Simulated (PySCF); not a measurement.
An unknown is described by computed data only.

Elements present: C, F and H. Monoisotopic mass: 111.0416 u (electron mass counted); charge +1.

| Quantity | Value |
| --- | --- |
| 13C NMR | chemical shifts (computed TMS as zero) by class: 350.6 (1 C), 119.8 (1 C), 103.6 (1 C), 48.5 (1 C) ppm [GIAO PBE0/pcSseg-1] |
| Polarisability | 50.0 au [PBE0/def2-SVPD] |
| Rotational structure | rotational constants A, B, C: 3.476, 2.267, 1.506 GHz [GFN2-xTB] |
| UV, strongest line | among the 6 lowest singlet transitions: S3 at 4.95 eV (251 nm, f = 0.082) [TDDFT PBE0/def2-SVPD] |
| Triplet | lowest triplet excitation (Tamm–Dancoff): 3.33 eV [TDA PBE0/def2-SVPD] |
| UV, first state | lowest singlet excitation: 3.87 eV (321 nm, f = 0.006) [TDDFT PBE0/def2-SVPD] |
| 1H NMR | chemical shifts (computed TMS as zero) by class: 7.75 (1 H), 7.65 (2 H), 4.99 (3 H) ppm [GIAO PBE0/pcSseg-1] |
| NMR, other nuclei | isotropic shieldings of nuclei other than C and H, by class: 304 (2 F), 368 (1 F) ppm [GIAO PBE0/pcSseg-1] |

Electronic properties: PySCF, gas phase, density fitting. Levels stand in brackets. The structure is a single GFN2-xTB conformer in the gas phase; no vibrational or solvent corrections. NMR values are class means; diastereotopic atoms form classes of their own.

Problem. Which formula fits the mass and the elements?

Solution. C4H6F3 (calculated 111.0416). No other formula that holds each of these elements comes within 0.0003 u with a fitting electron parity and a possible valence count.

Problem. Give a SMILES that accounts for the data.

Solution. Numbering: `[CH3:1][C+:2]([CH2:3][F:4])[CH:5]([F:6])[F:7]`. 4 carbons fall into 4 classes; from least to most shielded: formal carbocation centre [C2] (350.6 ppm), CHF2 carbon [C5] (119.8 ppm), sp3 C–F carbon [C3] (103.6 ppm), methyl carbon [C1] (48.5 ppm). Hydrogen classes from least to most shielded: 1 H on a CHF2 carbon, C5 (7.75 ppm), 2 H on an sp3 C–F carbon, C3 (7.65 ppm), 3 H on a methyl carbon, C1 (4.99 ppm, a mean of values up to 0.9 ppm apart in this geometry). The other shieldings belong to: 304 ppm, fluorine of a CF2 group [F6/F7]; 368 ppm, alkyl fluorine [F4]. S1 is mainly HOMO→LUMO (weight 0.98); the largest Löwdin shares of the orbital it empties are 0.24 on a fluorine of a CF2 group, 0.21 on a fluorine of a CF2 group, 0.16 on the CHF2 carbon and 0.11 on the formal carbocation centre, of the orbital it fills 0.51 on the formal carbocation centre, 0.10 on the methyl carbon, 0.09 on the sp3 C–F carbon and 0.06 on the CHF2 carbon. The optimised geometry has point group C1 and is an asymmetric top. Structure: `FC([C+](C)CF)F`. The assignments are read from this structure; whether some other isomer fits the data as well wasn't checked.

The values belong to the conformer `[CH3:1][C+:2]([CH2:3][F:4])[CH:5]([F:6])[F:7]`: C1–C2–C3–F4 -173°, C1–C2–C5–F6 -123°.
